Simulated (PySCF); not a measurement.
# C₆ coefficients of unlike pairs at PBE

Calculated with PySCF 2.14 from the dipole response of each species, C₆(A,B) = (3/π) ∫ α_A(iu) α_B(iu) du, in atomic units, from isotropic polarisabilities. For ions this is the dispersion term alone; charge-induced terms of lower order in 1/R come first.

```tsv
species	configuration	basis	relativity	α (bohr³)	C₆ (like pair)
Tc²⁺	[Kr] 4d5 (6S)	aug-cc-pVTZ-PP with one added diffuse shell each of s, p, d, f, g type with ECP28MDF (7s7p6d4f3g)	core potential	9.362	50.31
C⁺	[He] 2s2 2p1 (2P)	dyall-acv3z (15s9p4d2f)	spin-free X2C	6.083	14.61
Kr³⁺	[Ar] 3d10 4s2 4p3 (4S)	aug-cc-pVQZ-PP with ECP10MDF (7s6p5d3f2g)	core potential	5.475	21.29
C²⁺	[He] 2s2 (1S)	dyall-av3z (15s9p3d2f)	none	4.218	6.491
```

(1) Estimate C₆ for Kr³⁺ with C⁺.

No spin-orbit coupling is included.

The other pairs:

| pair | C₆ |
| --- | --- |
| C²⁺, C⁺ | 9.725 |
| C²⁺, Tc²⁺ | 17.46 |
| Kr³⁺, Tc²⁺ | 32.65 |
| C⁺, Tc²⁺ | 26.48 |
| C²⁺, Kr³⁺ | 11.23 |

Answers

(1) The integral gives 17.08. The combination rule 2 C_A C_B / (C_A α_B/α_A + C_B α_A/α_B) gives 16.90 and the geometric mean 17.64.
